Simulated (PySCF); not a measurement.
**Assignment exercise: C₄H₉N₃Si**

Cartesian coordinates in Å; atom numbers follow the order of the lines, from 1:
```xyz
17

N     4.6468    0.3952   -1.3273
C     3.7489    0.2687   -0.6272
Si    2.2801    0.0669    0.5104
C     0.7372    0.1313   -0.6082
N    -0.4512    0.0068    0.2167
C    -1.6876   -0.0500   -0.5384
C    -2.8664   -0.2909    0.3671
N    -2.8477   -0.6446    1.5670
H     2.3087    1.2071    1.4330
H     2.4008   -1.2207    1.1903
H     0.7227    1.0415   -1.2331
H     0.7440   -0.7164   -1.3010
H    -0.4993    0.7842    0.8704
H    -1.6240   -0.8948   -1.2357
H    -1.8707    0.8575   -1.1433
H    -3.8401   -0.1386   -0.0914
H    -1.9092   -0.7911    1.9407
```

[PySCF 2.14.0 with density-fitted response routines: geometry: GFN2-xTB; shieldings: GIAO PBE0/pcSseg-1; no solvent model; non-relativistic Hamiltonian; single conformer; fast rotation and ring inversion assumed for equivalent nuclei]

Shifts are taken against calculated references (same method and geometry level): 13C and 1H vs TMS.

(1) Assign these signals to the numbered atoms. 13C{1H} NMR (computed): δ 172.8 (CH), 122.6 (C), 63.6 (CH2), 38.5 (CH2).

(2) Assign these signals to the numbered atoms. 1H NMR (300 MHz, computed): δ 11.58 (br s, 1H), 7.99 (t, 1H), 4.43 (t, 2H), 3.40 (d, 2H), 2.78 (t, 2H), -0.47 (br s, 1H).

Answers

(1) 
| δ (ppm) | atoms | environment | reason |
| --- | --- | --- | --- |
| 172.8 | C7 | carbon bonded to C, N, H | – |
| 122.6 | C2 | carbon bonded to N, Si | – |
| 63.6 | C6 | carbon bonded to C, N, 2 H | – |
| 38.5 | C4 | carbon bonded to N, Si, 2 H | – |

(2) 
| δ (ppm) | atoms | environment | reason |
| --- | --- | --- | --- |
| 11.58 | H17 | hydrogen on a nitrogen bonded to C | – |
| 7.99 | H16 | hydrogen on a carbon bonded to C, N | – |
| 4.43 | H9/H10 | hydrogen on a silicon bonded to 2 C | – |
| 3.40 | H14/H15 | hydrogen on a carbon bonded to C, N | – |
| 2.78 | H11/H12 | hydrogen on a carbon bonded to N, Si | – |
| -0.47 | H13 | hydrogen on a nitrogen bonded to 2 C | – |

OH/NH shifts are gas-phase values; hydrogen bonding in solution moves them, usually downfield. Shifts are as computed. Against solution values, carbons near 30 ppm lie about +3 ppm off and those near 130 ppm about +5 ppm. Of 1211 compounds with measured shifts, 218 miss one by over three times the rms of a fit or turn the order of signals round; such compounds aren't used in these exercises. Multiplicities follow the n + 1 count of equivalent neighbours, as no J values were calculated; m marks all less simple cases, F and P coupling included.
